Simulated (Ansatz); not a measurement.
La(NH2)3 (LaN3H6). Total charge 0; singlet. Geometry r2SCAN-D4/def2-SVP, basis def2-TZVP, Ansatz.

```xyz
10

La   -0.079    0.199   -0.368
N     2.124   -0.411   -0.744
H     2.467   -1.296   -1.129
H     2.968    0.105   -0.479
N    -0.468    1.950    1.098
H    -1.343    2.176    1.578
H     0.217    2.610    1.477
N    -1.683   -1.468   -0.484
H    -1.571   -2.418   -0.850
H    -2.631   -1.446   -0.099
```

```csv
run,HOMO (eV),LUMO (eV)
A,-6.00,-1.18
B,-4.91,-1.95
C,-4.99,-1.76
D,-5.59,-1.53
E,-4.73,-1.81
F,-4.61,-1.82
```

In the def2 sets La takes a core potential; there is no spin–orbit coupling. HSE06 is defined as in plane-wave codes, on full-range PBE exchange.

Q: The runs used B97M-V, BLYP, HSE06, LDA (SPW92), PBE, PBE0. Estimate which is which.

A: A PBE0 (25 % exact exchange); B LDA (SPW92) (0 % exact exchange); C B97M-V (0 % exact exchange); D HSE06 (range-separated); E PBE (0 % exact exchange); F BLYP (0 % exact exchange). Exact exchange lowers occupied and raises empty levels; among semilocal functionals meta-GGAs tend to open the gap a little, and such runs are hard to tell apart. The gap grows from 2.80 eV (BLYP) to 4.81 eV (PBE0).
